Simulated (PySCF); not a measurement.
C6H11F3.
Numbering: `[CH3:1][CH:2]([CH3:3])[C@H:4]([CH3:5])[C:6]([F:7])([F:8])[F:9]` (hydrogens: H10, H11, H12 on C1; H13 on C2; H14, H15, H16 on C3; H17 on C4; H18, H19, H20 on C5)

All values: PBE0/pcSseg-1 (PySCF, non-relativistic), on one gas-phase PBE0-D3(BJ)/def2-SVP geometry that isn't relaxed in the solvent. The solvent is an IEF-PCM continuum (cavity from Bondi-type radii × 1.2). The model holds no explicit solvent molecules, cavitation or dispersion.

Gas phase at PBE0/pcSseg-1: HOMO -9.31 eV, LUMO 1.21 eV, dipole 2.29 D.

Q: What does the continuum do to the energy, the frontier levels and the dipole at PBE0/pcSseg-1 in tetrahydrofuran and acetone?

A: 
```
        solvent      ε  E(solvent) − E(gas) (kJ/mol)  polarisation term (kJ/mol)  distortion of the solute (kJ/mol)  HOMO (eV)  LUMO (eV)  dipole (D)
tetrahydrofuran  7.426                         -8.25                       -9.01                               0.76      -9.07       1.50        2.69
        acetone  20.49                         -9.49                      -10.52                               1.03      -9.04       1.54        2.75
```

Polarisation term: ½ Σ q·V over the induced surface charges. Distortion: the rise of the solute's own energy as its density leaves the gas-phase optimum. From tetrahydrofuran to acetone the lowering changes by a factor 1.15, Onsager's factor (ε − 1)/(2ε + 1) by 1.15 and ε itself by 2.8.

Q: Which radius a makes the point-dipole formula ΔE = −[(ε − 1)/(2ε + 1)]·μ²/a³ give the value in acetone, with the gas-phase dipole?

A: μ = 0.901 au and |ΔE| = 0.00361 Eh give a = 2.49 Å; the farthest nucleus lies 3.07 Å from the centroid of the nuclei, so such a sphere wouldn't even hold the nuclei. The formula assumes a rigid point dipole at the centre of a sphere.

Q: Which Hirshfeld charges (PBE0/pcSseg-1) respond most in acetone (means over atoms taken as equivalent)?

A: 
```json
{"atoms": "H17", "environment": "methine hydrogen", "gas (e)": "+0.042", "solvent (e)": "+0.048", "change": "+0.006"}
{"atoms": "F7/F8/F9", "environment": "fluorine of a CF3 group", "gas (e)": "-0.086", "solvent (e)": "-0.092", "change": "-0.006"}
{"atoms": "H10/H11/H12", "environment": "methyl hydrogen", "gas (e)": "+0.040", "solvent (e)": "+0.042", "change": "+0.002"}
{"atoms": "H18/H19/H20", "environment": "methyl hydrogen", "gas (e)": "+0.041", "solvent (e)": "+0.043", "change": "+0.002"}
{"atoms": "C3", "environment": "methyl carbon", "gas (e)": "-0.122", "solvent (e)": "-0.123", "change": "-0.001"}
{"atoms": "C2", "environment": "sp3 CH carbon", "gas (e)": "-0.023", "solvent (e)": "-0.021", "change": "+0.002"}
```

Time: 38 s wall; peak memory 1.2 GiB. Hardware: one thread, Arm Neoverse V1 (aarch64), no GPU (shared host). This is the whole shielding run at PBE0/pcSseg-1 in acetone, SCF included.

Shape of the structure used: `[CH3:1][CH:2]([CH3:3])[C@H:4]([CH3:5])[C:6]([F:7])([F:8])[F:9]`: C1–C2–C4–C5 -73°, C2–C4–C6–F7 -51°.
